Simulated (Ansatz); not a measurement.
Start from `O[Si](O)(F)[SiH2]Cl` and change one atom or group to get `O[Si](O)(F)[SeH]`.

Ansatz, PBE0-D4/def2-TZVP geometries, multiplicity 1. Each molecule was computed in one conformer, which needn't be the lowest.

Scalar relativity is left out up to krypton. Spin–orbit coupling is left out; it splits and shifts lone-pair levels of the heavy atoms by tenths of an eV.

| property | `O[Si](O)(F)[SiH2]Cl` |
| --- | --- |
| HOMO energy (PBE/def2-TZVPP) / eV | -7.03 |
| HOMO–LUMO gap (ωB97M-V/def2-TZVPP) / eV | 11.55 |
| size of the dipole moment (ωB97M-V/def2-TZVPP) / D | 1.42 |
| LUMO energy (PBE/def2-TZVPP) / eV | -1.53 |
| HOMO–LUMO gap (PBE0/def2-TZVPP) / eV | 7.65 |
| size of the dipole moment (PBE/def2-TZVPP) / D | 1.43 |

**Question.** Give the same properties after the change, and the shifts. (An estimate is asked.)

**Answer.** The calculation gave: 
| property | `O[Si](O)(F)[SeH]` | shift |
| --- | --- | --- |
| HOMO energy (PBE/def2-TZVPP) / eV | -6.18 | 0.85 |
| HOMO–LUMO gap (ωB97M-V/def2-TZVPP) / eV | 11.28 | -0.27 |
| size of the dipole moment (ωB97M-V/def2-TZVPP) / D | 1.82 | 0.40 |
| LUMO energy (PBE/def2-TZVPP) / eV | -0.90 | 0.63 |
| HOMO–LUMO gap (PBE0/def2-TZVPP) / eV | 7.37 | -0.28 |
| size of the dipole moment (PBE/def2-TZVPP) / D | 1.75 | 0.32 |

With PBE0 the HOMO rises by 0.93 eV and the LUMO rises by 0.65 eV, so the gap narrows by about 0.28 eV. PBE moves the HOMO by 0.85 eV and ωB97M-V by 0.84 eV. The zero-point energy changes by -28.5 kJ/mol with -6 modes. Dipoles are sizes alone; their direction can turn.

Positive LUMOs are unbound, so they and the gaps depend on the basis.
